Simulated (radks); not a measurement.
Values are calculated unless marked as measured or tabulated.
Q: Species: Ce44+. Configuration: [Ne] 3s2 3p2. Level of theory: Dirac Kohn-Sham, BLYP, spin-unpolarised, spherical densities, point nucleus; open shells fill j = l - 1/2 first (a radial shooting solver on a logarithmic mesh with Libxc functionals). Some entries of the table are withheld. Estimate them.

| orbital | occ. | eigenvalue (eV) | <1/r> (bohr^-1) |
|---|---|---|---|
| 1s1/2 | 2 | -43118.12 | 63.38 |
| 2s1/2 | 2 | -9178.649 | 15.16 |
| 2p1/2 | 2 | -8856.759 | (1) |
| 2p3/2 | 4 | -8396.753 | (2) |
| 3s1/2 | 2 | -3649.290 | 6.123 |
| 3p1/2 | 2 | -3533.416 | (3) |
| 3p3/2 | 0 | -3415.788 | (4) |

A: 
(1) 2p1/2 <1/r> (bohr^-1): 15.10
(2) 2p3/2 <1/r> (bohr^-1): 13.69
(3) 3p1/2 <1/r> (bohr^-1): 6.058
(4) 3p3/2 <1/r> (bohr^-1): 5.688
